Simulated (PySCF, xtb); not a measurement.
Cd(I)(OMe) (CH3CdIO), SMILES C[O][Cd][I]. The values are those of a single conformer.

Harmonic wavenumbers (cm⁻¹) from GFN2-xTB run with xtb at its own minimum, in rising order: 52, 62, 158, 178, 218, 338, 1055, 1140, 1144, 1413, 1476, 1479, 2861, 2876, 2920.

Q: What does PBE-D3(BJ)/def2-SVP in PySCF give at its own minimum? (An estimate is asked for; the answer gives what the named calculation found.)

A: 59, 72, 150, 187, 229, 507, 1081, 1127, 1138, 1410, 1414, 1430, 2874, 2932, 2972. Paired by order, the mean absolute difference is 33 cm⁻¹ and the zero-point energies are 24.8 and 25.1 kcal/mol.
